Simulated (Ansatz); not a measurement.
Consider the redistribution: `[F][AlH][CH2][SiH3]` + `[BH2][GeH2][O]C` → `[BH2][GeH2][SiH3]` + `CO[CH2][AlH][F]`.

Program: Ansatz. Geometries: PBE0-D4/def2-TZVP. ΔE: electronic, gas phase. CCSD(T)/CBS adds triple-zeta CCSD(T) − MP2 to the extrapolated MP2 energy (def2 sets, frozen cores). For Ge outer-core shells are correlated without core-valence functions, which leaves a few kJ/mol of doubt a bond. Scalar relativity is left out up to krypton. One conformer a species, not always the lowest.

`[F][AlH][CH2][SiH3]`:

```xyz
10

F    -1.455    2.036    1.448
Al   -0.912    1.530   -0.028
C     0.663    0.408   -0.080
Si    0.315   -1.425    0.033
H    -1.735    2.004   -1.286
H     1.194    0.593   -1.022
H     1.330    0.680    0.745
H    -0.621   -1.836   -1.051
H    -0.330   -1.747    1.335
H     1.551   -2.244   -0.094
```

`[BH2][GeH2][O]C`:

```xyz
11

B     0.780   -2.208    0.790
Ge    0.064   -0.701   -0.399
O    -0.038    0.791    0.580
C    -0.507    1.957   -0.045
H     1.049   -2.016    1.936
H     0.932   -3.300    0.332
H     0.977   -0.400   -1.615
H    -1.351   -0.991   -0.960
H     0.129    2.260   -0.889
H    -1.534    1.843   -0.419
H    -0.503    2.766    0.690
```

`[BH2][GeH2][SiH3]`:

Cartesian coordinates in Å:
```
B -1.864 -0.358 0.564
Ge 0.001 -0.995 0.036
Si 1.269 0.986 -0.412
H -2.699 -0.168 -0.268
H -2.113 -0.091 1.701
H 0.039 -1.848 -1.245
H 0.745 -1.757 1.149
H 2.662 0.625 -0.784
H 0.655 1.748 -1.532
H 1.305 1.859 0.791
```

`CO[CH2][AlH][F]`:

Z-matrix (Å, degrees):
```
C
O 1 1.395
H 1 1.105 2 111.8
H 1 1.100 2 111.7 3 -120.9
H 1 1.090 2 108.0 3 119.1
C 2 1.420 1 111.7 3 58.2
Al 6 1.977 2 111.2 1 -74.2
H 6 1.097 2 106.5 1 167.7
H 6 1.101 2 110.9 1 53.4
F 7 1.654 6 118.0 2 175.3
H 7 1.579 6 124.7 2 -8.5
```

```tsv
species	CCSD(T)/CBS(def2) energy (Eh)
`[F][AlH][CH2][SiH3]`	-672.62924
`[BH2][GeH2][O]C`	-2218.30536
`[BH2][GeH2][SiH3]`	-2394.15199
`CO[CH2][AlH][F]`	-496.73858
```

Question: Work out ΔE.

Answer: ΔE = (-2394.15199) + (-496.73858) − (-672.62924) − (-2218.30536) = 0.04403 Eh = +115.6 kJ/mol.

Largest T1 diagnostic among the species: 0.013.

In def2-TZVPP, CCSD(T) changes the Hartree–Fock value by −15.7 kJ/mol (the triples alone add −2.1 kJ/mol) and MP2 by −5.3 kJ/mol. From PBE to PBE0 (25 % exact exchange), in def2-TZVPP and without D4, ΔE moves by +9.0 kJ/mol.
